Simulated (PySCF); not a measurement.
# One molecule, several mistakes: B2ClH4N

All numbers below are calculated, not measured. They come from PySCF 2.14.0, an open-source quantum chemistry program, on an isolated molecule that a program drew, which may never have been made. The molecule is B2ClH4N (charge 0, singlet), drawn as the SMILES string `BNBCl`.

Each row is a Hartree-Fock (HF) and frozen-core CCSD(T) single point in the cc-pV(D+d)Z basis, meant for a local HF minimum. Run 1 is clean. Each other run has one planted mistake out of seven kinds, and not every kind appears here: one electron removed, one electron added, multiplicity raised by two, geometry at a saddle point, minimal basis STO-3G, one bond length entered in bohr, all coordinates scaled. The reference is restricted for singlets and unrestricted otherwise, and also for a bond in bohr. Adding or removing an electron swaps singlet and doublet. Electrons count all cores. HOMO and LUMO are orbital energies over both spins, the gradient is its largest component, and the lowest frequency (negative if imaginary) is given only where the gradient is small. Bond lengths are over the 7 bonds as drawn. T1 is the CCSD diagnostic: over 0.02 (restricted) or 0.045 (unrestricted) a single reference is doubtful.

Geometry of the clean run:
```xyz
8
B2ClH4N, angstrom
B    -1.2540    0.2567   -0.9231
N    -1.3351    1.1037    0.2183
B    -0.9616    0.8822    1.5645
Cl   -0.2554   -0.6476    2.1165
H    -1.6438    0.6838   -1.9740
H    -0.8094   -0.8462   -0.8276
H    -1.7205    2.0145    0.0545
H    -1.1153    1.7376    2.3813
```

| run | electrons | basis functions | <S^2> | HOMO (eV) | LUMO (eV) | gradient (hartree/bohr) | lowest frequency (cm^-1) | mean bond (Å) | longest bond (Å) | T1 | HF (hartree) | CCSD(T) (hartree) | mistake |
|---|---|---|---|---|---|---|---|---|---|---|---|---|---|
| 1 | 38 | 85 | 0.000 | -12.00 | 2.31 | 2.0e-05 | 221 | 1.3141 | 1.773 | 0.0124 | -565.77071 | -566.30039 | no fault |
| 2 | 38 | 28 | 0.000 | -10.36 | 5.80 | 2.3e-02 | - | 1.3141 | 1.773 | 0.0149 | -559.51531 | -559.68644 | minimal basis STO-3G |
| 3 | 39 | 85 | 0.832 | 0.68 | 9.11 | 3.1e-02 | - | 1.3141 | 1.773 | 0.0167 | -565.71350 | -566.26930 | one electron added |
| 4 | 38 | 85 | 0.735 | -10.08 | 1.10 | 4.0e-02 | - | 1.4951 | 2.690 | 0.0612 | -565.57483 | -566.10335 | ? |
| 5 | 38 | 85 | 2.028 | -6.27 | -3.14 | 5.8e-02 | - | 1.3141 | 1.773 | 0.0217 | -565.53671 | -566.06984 | ? |

**Which mistake was planted in run 4, and what did it cost?**

The mean bond changes by a factor of 1.138 and the longest by 1.517, so the molecule wasn't scaled as a whole. A length L in bohr read as angstrom grows by (1/0.5292 - 1) L = 0.890 L. The 7 bonds together grew by 7 x 0.1810 = 1.267 Å, which gives L = 1.424 Å. That is the length of one of the B-N bonds, 1.424 Å in the clean geometry. So the mistake is: one bond length entered in bohr. Subtracting run 1 and multiplying by 627.51 kcal/mol a hartree, the energy moved by 122.9 kcal/mol in HF and 123.6 kcal/mol in CCSD(T).

**Which mistake was planted in run 5, and what did it cost?**

Electrons, basis and geometry are unchanged, and <S^2> is 2.028, beside S(S+1) = 2.00 for a multiplicity of 3. So the mistake is: multiplicity raised by two. Subtracting run 1 and multiplying by 627.51 kcal/mol a hartree, the energy moved by 146.8 kcal/mol in HF and 144.7 kcal/mol in CCSD(T).

Cautions from the logs. Run 3: the HOMO is above zero, so the electron isn't bound and the energy depends on the basis; run 4: T1 is over the limit, so its CCSD(T) energy is less reliable.
